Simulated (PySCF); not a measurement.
Compound: C₅H₄ClF₄ (doublet state).
Numbering: `[F:1]/[C:2]([CH:3][C:4]([F:5])([F:6])[F:7])=[CH:8]\[CH2:9][Cl:10]` (hydrogens: H11 on C3; H12 on C8; H13, H14 on C9)

Cartesian coordinates in Å at the GFN2-xTB level; atoms count from 1:
```
atom  x, y, z in Å
F1     0.0847    1.3535    0.5060
C2     0.0100    0.0786    0.0907
C3    -1.2404   -0.4792   -0.0310
C4    -2.4871    0.2728    0.2847
F5    -2.5463    0.6792    1.5663
F6    -2.6467    1.3771   -0.4646
F7    -3.5728   -0.4866    0.0785
C8     1.2057   -0.5749   -0.1558
C9     2.5159    0.0791   -0.0705
Cl10   3.1619    0.2233   -1.7653
H11   -1.3618   -1.4939   -0.3623
H12    1.1646   -1.5949   -0.5001
H13    3.2499   -0.5223    0.4657
H14    2.4616    1.0876    0.3355
```

The hyperfine couplings belong to this conformer and change with its torsions.

Computed, not measured: PySCF 2.14.0, UKS B3LYP, pcH-1 on C Cl F H, non-relativistic, mean-field spin-orbit, GIAO. One conformer (not necessarily the lowest) at the GFN2-xTB geometry, without solvent, vibrations or thermal averaging. The geometry wasn't refined by DFT: couplings that depend on bond lengths, twists or pyramidal angles can differ widely from those at the functional's own minimum. The SCF solution wasn't tested for stability. ⟨S²⟩ is 0.776 where a pure state has 0.75.

Largest spin populations (Mulliken): C8 (+0.63), C3 (+0.60), C2 (-0.22) and Cl10 (+0.07). The positive populations add up to 1.35 and the negative ones to -0.35, together 2S = 1. The angles at C8 add up to 359.8°, so it is planar; its axial dipolar tensor and the negative coupling of its proton fit spin in a p orbital normal to that plane.

(1) McConnell's relation a(H) = Q·ρ ties the coupling of a proton on a planar π carbon to the spin population of that carbon. What Q do the computed values give?

(2) List the C–H protons on four-coordinate carbons next to a three-coordinate spin centre, with their couplings and θ (C–H bond against the normal to the plane of the centre's neighbours, projected along the bond that joins the two).

## Answers

(1) 
```
  H   C    ρ(C)  a(H) (G)  a/ρ (G)
H11  C3  +0.604    -13.80    -22.8
H12  C8  +0.627    -13.89    -22.1
```

A least-squares line through the origin gives Q = -22.5 G with Mulliken populations. In every row coupling and population have opposite signs.

(2) 
```json
{"β H": "H13", "on": "C9", "centre": "C8", "θ (°)": "42", "cos²θ": "0.54", "a (G)": "+15.15"}
{"β H": "H14", "on": "C9", "centre": "C8", "θ (°)": "85", "cos²θ": "0.01", "a (G)": "+0.68"}
```

Couplings in gauss use g_iso = 2.0020.
